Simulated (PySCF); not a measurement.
Input for PySCF: R-HF/STO-3G on C4H8O (a complex), monomers drawn apart or pushed together.

```python
from pyscf import gto, scf, dft, mp
from pyscf.data.elements import chemcore

mol = gto.M(
    atom='''
    O     0.01108668   -0.48708049   -0.14963057
    H    -0.72461800   -0.57597182    0.46702976
    H     0.73591533   -0.17960363    0.40665172
    C    -1.71548780   -0.26799567    5.22981586
    C    -0.75360350    0.64822817    5.09971191
    C     0.66682521    0.35114488    5.17030796
    C     1.62930449    1.25621799    4.98036824
    H    -1.47981862   -1.31016179    5.41180424
    H    -2.76259275   -0.00490285    5.16604344
    H    -1.02188258    1.68485961    4.91661088
    H     0.93484874   -0.68058181    5.37960871
    H     2.67650347    0.99198089    5.03749212
    H     1.39386472    2.29284563    4.76884143
    ''',
    basis='sto-3g',
    charge=0, spin=0, verbose=3, max_memory=1800)
mf = scf.RHF(mol)
mf.conv_tol = 1e-8
mf.max_cycle = 100
mf.kernel()
if not mf.converged:
    mf = mf.newton().run(mf.mo_coeff, mf.mo_occ)
```

### Question
What total energy does the run end on?

### Answer
-227.9824 hartree.
